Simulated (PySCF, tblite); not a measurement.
Compound: C₇H₁₃N₃.
Atom-mapped SMILES: `[CH3:1][c:2]1[n:3][n:4][n:5]([CH:6]([CH3:7])[CH3:8])[c:9]1[CH3:10]` (hydrogens: H11, H12, H13 on C1; H14 on C6; H15, H16, H17 on C7; H18, H19, H20 on C8; H21, H22, H23 on C10)

Cartesian coordinates in Å at the GFN2-xTB level; atoms count from 1:
```xyz
23
C7H13N3 angstrom
C      3.373    0.529    0.172
C      1.901    0.520    0.373
N      1.298    1.233    1.347
N      0.034    1.044    1.293
N     -0.236    0.210    0.294
C     -1.598   -0.178    0.007
C     -2.183   -0.891    1.224
C     -2.409    1.067   -0.346
C      0.914   -0.156   -0.327
C      0.989   -1.079   -1.486
H      3.824    1.180    0.914
H      3.624    0.894   -0.823
H      3.782   -0.475    0.284
H     -1.572   -0.861   -0.848
H     -1.601   -1.778    1.465
H     -2.161   -0.220    2.079
H     -3.209   -1.188    1.027
H     -2.390    1.759    0.492
H     -1.988    1.565   -1.217
H     -3.439    0.795   -0.563
H      0.426   -0.687   -2.335
H      2.027   -1.196   -1.785
H      0.588   -2.060   -1.231
```

Theory: PBE0/pcSseg-1 in PySCF (dipole) on a GFN2-xTB geometry, gas phase.

Masses are those of the commonest isotopes; rigid-rotor values at the optimised geometry. The values belong to one conformer with, in the numbering `[CH3:1][c:2]1[n:3][n:4][n:5]([CH:6]([CH3:7])[CH3:8])[c:9]1[CH3:10]`, N4–N5–C6–C7 -61°.

Question: Give the principal moments of inertia and the rotational constants in cm⁻¹.

Answer: Ia = 205.07, Ib = 528.43, Ic = 619.20 u·Å²; 505379 MHz·u·Å²/I gives 2464, 956.4 and 816.2 MHz, that is A = 0.08221, B = 0.03190, C = 0.02722 cm⁻¹.

Question: Classify the top.

Answer: An asymmetric top. Ray's parameter κ = (2B − A − C)/(A − C) = -0.830; −1 is the prolate and +1 the oblate limit.

Question: What does the inertial defect say?

Answer: Not planar: Δ = Ic − Ia − Ib = -114.29 u·Å². For a rigid frame Δ = −2 Σ m c², so Σ m c² = 57.15 u·Å² lies off the ab plane: 19.03 from hydrogen and 38.11 from heavier atoms. The atom farthest from that plane is 2.15 Å away.

Question: Where do the levels up to J = 2 lie, in MHz?

Answer: Above 0(0,0):
J = 1: 1(0,1) 1773, 1(1,1) 3281, 1(1,0) 3421
J = 2: 2(0,2) 5308, 2(1,2) 6686, 2(1,1) 7106, 2(2,1) 11630, 2(2,0) 11640

Question: Predict some low-J microwave lines.

Answer: The dipole components are |μa| = 1.31 D, |μb| = 4.55 D, |μc| = 0.00 D; the mirror of this Cs structure is the ab plane, so μc vanishes by symmetry and there are no c-type lines. Intensities carry the squares of the components, which stand as 0.08 : 1.00 (a : b). Some lines, for components of 0.1 D or more:

| type | branch | J(Ka,Kc) | MHz | lower level (cm⁻¹) |
| --- | --- | --- | --- | --- |
| a | Q | 5(2,3) ← 5(2,4) | 312 | 1.097 |
| a | Q | 2(1,1) ← 2(1,2) | 421 | 0.223 |
| b | R | 3(0,3) ← 2(1,2) | 3903 | 0.223 |
| b | Q | 4(2,2) ← 4(1,3) | 4189 | 0.666 |
| b | Q | 5(2,4) ← 5(1,5) | 5818 | 0.902 |
| a | R | 4(1,4) ← 3(1,3) | 6792 | 0.393 |
| a | R | 4(3,2) ← 3(3,1) | 7108 | 0.829 |
| a | R | 4(3,1) ← 3(3,0) | 7110 | 0.829 |
| b | Q | 5(3,2) ← 5(2,3) | 7669 | 1.107 |
| b | Q | 4(3,1) ← 4(2,2) | 7787 | 0.806 |
| b | Q | 3(3,1) ← 3(2,2) | 7897 | 0.565 |
| a | R | 5(2,4) ← 4(2,3) | 8842 | 0.802 |
| a | R | 5(4,1) ← 4(4,0) | 8884 | 1.434 |
| b | R | 4(2,2) ← 3(1,3) | 12381 | 0.393 |
| b | R | 5(2,4) ← 4(1,3) | 12894 | 0.666 |
| b | R | 3(3,1) ← 2(2,0) | 13205 | 0.388 |
| b | R | 5(2,3) ← 4(1,4) | 14606 | 0.620 |
| b | R | 5(3,3) ← 4(2,2) | 16675 | 0.806 |
| b | R | 5(3,2) ← 4(2,3) | 16823 | 0.802 |
| b | R | 5(4,2) ← 4(3,1) | 19912 | 1.066 |
| b | R | 5(5,0) ← 4(4,1) | 23068 | 1.434 |

Its lowest GFN2-xTB frequency is 10 cm⁻¹, too small to tell a flat minimum from a shallow saddle. Zero-point vibration and centrifugal distortion are left out. A rigid rotor knows nothing of internal rotation, which can split or shift real lines. Quadrupole hyperfine structure (14N) is left out.
